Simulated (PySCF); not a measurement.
C₇H₄Cl₃F₃Si, SMILES FC(F)(F)c1cccc([Si](Cl)(Cl)Cl)c1 (GFN2-xTB optimised geometry):

```
18

F     -1.507    -2.785     0.763
C     -2.085    -1.866    -0.026
F     -3.363    -1.773     0.368
F     -2.111    -2.399    -1.264
C     -1.362    -0.547     0.000
C     -2.075     0.643    -0.008
C     -1.380     1.840    -0.009
C      0.003     1.843    -0.005
C      0.729     0.652     0.000
Si     2.627     0.693     0.009
Cl     3.363    -1.183     0.044
Cl     3.243     1.705     1.645
Cl     3.265     1.650    -1.651
C      0.025    -0.547     0.000
H     -3.154     0.630    -0.008
H     -1.922     2.773    -0.013
H      0.531     2.785    -0.005
H      0.554    -1.488     0.005
```

Method: PBE/def2-SVP in PySCF.

Problem. What are the frontier orbital energies and the dipole moment?

Solution. HOMO-2 -7.83 eV, HOMO-1 -7.10 eV, HOMO -7.06 eV, LUMO -2.25 eV, LUMO+1 -1.91 eV; dipole moment 2.10 D.

Meta-Löwdin charges at PBE/def2-SVP: F1 -0.24, C2 0.70, F3 -0.24, F4 -0.25, C5 -0.03, C6 -0.09, C7 -0.10, C8 -0.08, C9 -0.22, Si10 0.84, Cl11 -0.22, Cl12 -0.22, Cl13 -0.22, C14 -0.09, H15 0.12, H16 0.12, H17 0.11, H18 0.12.
